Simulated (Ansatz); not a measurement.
Reaction (formal exchange of groups at the Si–Si bond): `N=C[SiH2][SiH2]N` + `N[SiH](O)O` → `N[SiH2][Si](N)(O)O` + `N=C[SiH3]`

Isolated molecules relaxed with PBE0-D4/def2-TZVP in Ansatz; ΔE leaves out vibrations. CBS: MP2 limit from def2 TZ/QZ plus the TZ coupled-cluster correction, frozen cores. This one scheme is used for every species. DFT in def2-TZVPP. B3LYP here is the variant with VWN-RPA as its local correlation; programs differ in this. Each species was taken in one conformer, which may not be the lowest.

`N=C[SiH2][SiH2]N`:

```xyz
13

N    -1.240   -0.076    1.526
C    -1.717   -0.553    0.448
Si   -0.654   -0.576   -1.127
Si    1.275    0.698   -0.740
N     1.811    0.278    0.836
H    -1.910   -0.133    2.296
H    -2.738   -0.964    0.408
H    -1.494   -0.047   -2.240
H    -0.371   -2.006   -1.439
H     2.336    0.362   -1.730
H     0.928    2.135   -0.975
H     1.089    0.251    1.544
H     2.685    0.630    1.193
```

`N[SiH](O)O`:

Cartesian coordinates in Å:
```
N -0.645 1.058 0.218
Si 0.495 -0.133 -0.252
O -0.260 -1.132 -1.310
O 1.059 -0.830 1.120
H -0.419 1.697 0.964
H -1.206 1.514 -0.483
H 1.709 0.305 -0.966
H -1.146 -1.420 -1.082
H 0.412 -1.058 1.790
```

`N[SiH2][Si](N)(O)O`:

Z-matrix (Å, degrees):
```
Si
Si 1 2.337
N 1 1.730 2 104.6
H 1 1.491 2 111.2 3 116.2
H 1 1.497 2 111.5 3 -125.7
O 2 1.644 1 107.4 3 165.9
N 2 1.723 1 119.2 3 -73.4
O 2 1.650 1 103.0 3 43.4
H 3 1.009 1 116.9 2 -46.2
H 3 1.008 1 120.0 2 175.4
H 6 0.960 2 116.9 1 169.4
H 7 1.009 2 118.5 1 -72.7
H 7 1.009 2 118.2 1 64.2
H 8 0.960 2 116.8 1 -166.3
```

`N=C[SiH3]`:

Cartesian coordinates in Å:
```
N -0.265 0.122 -1.687
C 0.333 -0.298 -0.650
Si -0.253 0.255 1.058
H 0.154 -0.254 -2.541
H 1.194 -0.983 -0.710
H 0.869 0.939 1.756
H -0.619 -0.946 1.856
H -1.414 1.164 0.919
```

Task: Is it downhill or uphill in electronic energy at CCSD(T)/CBS, and by how much? (Estimate.)

Result: The calculation gave: Uphill: ΔE = +0.24 eV.

Task: What do these levels give: PBE-D4, PBE0-D4, B3LYP-D4, ωB97X-V, ωB97M-V, r2SCAN, B3LYP, HF/def2-TZVPP, MP2/def2-TZVPP, CCSD(T)/def2-TZVPP, MP2/def2-QZVPP, HF/CBS(def2)? (Best estimate.)

Result: The calculation gave: PBE-D4 0.22, PBE0-D4 0.24, B3LYP-D4 0.21, ωB97X-V 0.22, ωB97M-V 0.24, r2SCAN 0.24, B3LYP 0.21, HF/def2-TZVPP 0.21, MP2/def2-TZVPP 0.26, CCSD(T)/def2-TZVPP 0.24, MP2/def2-QZVPP 0.25, HF/CBS(def2) 0.21 eV.

Largest T1 diagnostic among the species: 0.013.
